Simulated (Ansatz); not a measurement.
A structure relaxed at PBE-D4/def2-TZVPD in Ansatz, charge -1, singlet:

```xyz
15

Li   -0.519   -0.297   -1.934
Li   -1.033   -0.446    0.609
Li   -0.288    1.888    0.888
Li    1.355    0.535   -0.330
Li    0.629   -1.957   -0.754
H     1.604   -3.069    0.522
H    -2.001    2.990    0.973
H    -1.169   -1.749   -1.019
H     1.486    2.098    0.614
H    -1.516    0.876    1.780
H     1.667   -3.669    0.050
H    -0.561    0.947   -0.726
H     0.804   -0.994    0.696
H     1.259   -0.747   -1.974
H    -1.717    3.596    0.605
```

Problem. Give its formula.

Solution. Li5H10⁻ (the lowest singlet isomer of a short search).

Problem. Summarise the bond lengths by kind (pairs closer than 1.2 times the sum of covalent radii, bridged metal pairs left out).

Solution. 5 × Li–Li 2.60 to 2.75 Å; 11 × H–Li 1.73 to 1.89 Å.

In the singlet, H7 and H15 lie 0.76 Å apart, H6 and H11 lie 0.77 Å apart (atoms count from 1), so H2 has formed as a molecule. The structure comes from a short search, and lower isomers may exist.
